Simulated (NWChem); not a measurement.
# HfH₃I; SMILES [HfH3][I]

```xyz
5

Hf     0.0000     0.0000    -1.0038
I      0.0000     0.0000     1.6959
H     -1.0095     1.3894    -1.6531
H      1.7080     0.1795    -1.6531
H     -0.6985    -1.5689    -1.6531
```
Atoms are numbered in this order, from 1.

The geometry was optimised at PBE0/def2-SVP. def2 effective core potentials on I, Hf; no spin-orbit coupling.

Problem. List the 4 lowest vertical singlet excitations and the 4 lowest triplet ones from PBE0/def2-SVP with def2 effective core potentials on I, Hf, TDA (NWChem).

Solution. 
```tsv
state	energy (eV)	oscillator strength	leading excitation (squared amplitude)
S1	4.29	0.000	HOMO−3 → LUMO (0.31)
S2	4.40	0.002	HOMO−2 → LUMO (0.25)
S3	4.40	0.002	HOMO−2 → LUMO+1 (0.25)
S4	4.63	0.002	HOMO−3 → LUMO+1 (0.31)
T1	3.94	spin-forbidden	HOMO−2 → LUMO+1 (0.36)
T2	3.98	spin-forbidden	HOMO−3 → LUMO (0.30)
T3	3.98	spin-forbidden	HOMO−2 → LUMO (0.30)
T4	4.03	spin-forbidden	HOMO−3 → LUMO+1 (0.28)
```
